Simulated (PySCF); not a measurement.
SMILES CCC[CH]O (C₄H₉O), doublet (B3LYP/def2-SVP optimised geometry):

```
14

C     -0.817     1.936    -1.245
C     -0.209     0.535    -1.304
C     -0.408    -0.272     0.000
C      0.216    -1.624     0.000
O      1.586    -1.624     0.000
H     -0.657     2.487    -2.186
H     -1.905     1.895    -1.065
H     -0.372     2.531    -0.431
H      0.873     0.600    -1.508
H     -0.647    -0.030    -2.147
H      0.011     0.313     0.841
H     -1.488    -0.382     0.202
H     -0.279    -2.469    -0.501
H      1.905    -2.531    -0.081
```

Method: unrestricted B3LYP/def2-TZVP run with PySCF.

Q: What are the frontier orbital energies (α orbitals alone; a β orbital can be the lowest empty one) and the dipole moment?

A: HOMO-2 -9.15 eV, HOMO-1 -8.89 eV, HOMO -4.57 eV, LUMO 0.59 eV, LUMO+1 1.19 eV; dipole moment 1.33 D.

On the same geometry unrestricted PBE/def2-TZVP (PySCF) gives HOMO-2 -7.85 eV, HOMO-1 -7.64 eV, HOMO -3.39 eV, LUMO 0.08 eV, LUMO+1 0.75 eV; dipole moment 1.30 D.

Meta-Löwdin charges at B3LYP/def2-TZVP: C1 -0.32, C2 -0.18, C3 -0.20, C4 0.00, O5 -0.46, H6 0.11, H7 0.10, H8 0.10, H9 0.10, H10 0.09, H11 0.11, H12 0.11, H13 0.09, H14 0.35.
